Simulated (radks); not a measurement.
Results of a calculation; reference values are marked as such.
Q: Radial electron density D(r) = 4 pi r^2 rho(r) of an atom or ion with 43 electrons. Code: a radial shooting solver on a logarithmic mesh with Libxc functionals. Model: non-relativistic Kohn-Sham, BLYP, spin-polarised, spherical densities, point nucleus.

```
   r/bohr * D(r) (the largest magnitude, 68.6, reaches the edge; | marks zero)
 0.002581 |  *
 0.002957 |   *
 0.003388 |    *
 0.003882 |     *
 0.004447 |       *
 0.005095 |         *
 0.005837 |           *
 0.006688 |              *
 0.007662 |                 *
 0.008778 |                    *
  0.01006 |                        *
  0.01152 |                            *
   0.0132 |                                *
  0.01512 |                                    *
  0.01733 |                                       *
  0.01985 |                                         *
  0.02274 |                                           *
  0.02606 |                                           *
  0.02985 |                                          *
   0.0342 |                                        *
  0.03918 |                                      *
  0.04489 |                                     *
  0.05143 |                                     *
  0.05892 |                                       *
  0.06751 |                                          *
  0.07734 |                                               *
  0.08861 |                                                   *
   0.1015 |                                                      *
   0.1163 |                                                      *
   0.1333 |                                                  *
   0.1527 |                                            *
   0.1749 |                                       *
   0.2004 |                                   *
   0.2296 |                                    *
    0.263 |                                       *
   0.3013 |                                          *
   0.3452 |                                          *
   0.3955 |                                     *
   0.4532 |                             *
   0.5192 |                    *
   0.5948 |             *
   0.6815 |          *
   0.7807 |          *
   0.8945 |          *
    1.025 |          *
    1.174 |         *
    1.345 |       *
    1.541 |     *
    1.766 |   *
    2.023 |  *
    2.318 | *
    2.655 |*
    3.042 *
    3.485 *
    3.993 *
    4.574 *
    5.241 *
    6.004 *
```

What is the nuclear charge?

A: Z = 44. The innermost maximum, from 1s, lies near 1/Z = 0.0227 bohr (found: 0.0250), and its height grows with Z. The density is that of the ruthenium ion Ru+ in [Kr] 4d7; the configuration itself is not fixed sharply by these data, and Z only to a few units. D(r) has 4 maxima, at r = 0.0250, 0.107, 0.321, 0.977 bohr, and minima at 0.0486, 0.210, 0.750 bohr, inside which lie 2.04, 11.21, 29.05 electrons.
